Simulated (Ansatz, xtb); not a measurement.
System: GeH2, charge 1, multiplicity 2. SMILES of the parent species: [GeH2]
Structure (B3LYP-D3(BJ)/def2-TZVP (Ansatz, a quantum-chemistry and plane-wave program) minimum search):
```xyz
3

Ge    -0.0011     0.0007     0.0456
H      0.0237    -1.3644    -0.7076
H      0.0119     1.3408    -0.7517
```
Charge +1, spin multiplicity 2.

Harmonic wavenumbers from GFN2-xTB (xtb, at its own minimum), cm⁻¹: 577, 1231, 1322.

Q: Give the harmonic wavenumbers at B3LYP-D3(BJ)/def2-TZVP (Ansatz, finite differences of forces, unscaled).

A: 822, 1961, 2059 cm⁻¹. Zero-point energy 6.9 kcal/mol.

Q: From these and the geometry, give the ideal-gas thermochemistry at 298.15 K and 1 atm (rigid rotor, harmonic oscillator).

A: Point group C2v, rotational symmetry number 2. Rotational constants 428.3, 137, 103.8 GHz. S(trans) 38.85, S(rot) 13.25, S(vib) 0.19, S(elec, spin only) 1.38, S 53.7 cal/(mol K). H(298) - H(0) 2.42 kcal/mol; G - E(el) -6.7 kcal/mol.
